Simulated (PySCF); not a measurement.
A calculated (M06-L, PySCF 2.14, pcseg-2, the non-relativistic Hamiltonian (point nucleus)) atom or ion has these occupied shells.

```json
{"shell": "1s α", "electrons": "1", "orbital energy (eV)": "-6972.1", "rms radius, mean of both spins (bohr)": "0.0685"}
{"shell": "1s β", "electrons": "1", "orbital energy (eV)": "-6972.0", "rms radius, mean of both spins (bohr)": "0.0685"}
{"shell": "2s α", "electrons": "1", "orbital energy (eV)": "-834.54", "rms radius, mean of both spins (bohr)": "0.293"}
{"shell": "2s β", "electrons": "1", "orbital energy (eV)": "-831.73", "rms radius, mean of both spins (bohr)": "0.293"}
{"shell": "2p α", "electrons": "3", "orbital energy (eV)": "-719.44", "rms radius, mean of both spins (bohr)": "0.262"}
{"shell": "2p β", "electrons": "3", "orbital energy (eV)": "-717.38", "rms radius, mean of both spins (bohr)": "0.262"}
{"shell": "3s α", "electrons": "1", "orbital energy (eV)": "-116.33", "rms radius, mean of both spins (bohr)": "0.880"}
{"shell": "3s β", "electrons": "1", "orbital energy (eV)": "-109.61", "rms radius, mean of both spins (bohr)": "0.880"}
{"shell": "3p α", "electrons": "3", "orbital energy (eV)": "-82.061", "rms radius, mean of both spins (bohr)": "0.937"}
{"shell": "3p β", "electrons": "3", "orbital energy (eV)": "-75.671", "rms radius, mean of both spins (bohr)": "0.937"}
{"shell": "3d α", "electrons": "5", "orbital energy (eV)": "-27.384", "rms radius, mean of both spins (bohr)": "1.20"}
{"shell": "3d β", "electrons": "1", "orbital energy (eV)": "-23.267", "rms radius, mean of both spins (bohr)": "1.20"}
```

Name the element and its charge.

Fe²⁺ (iron, charge +2), in [Ar] 3d6, high-spin 5D determinant.
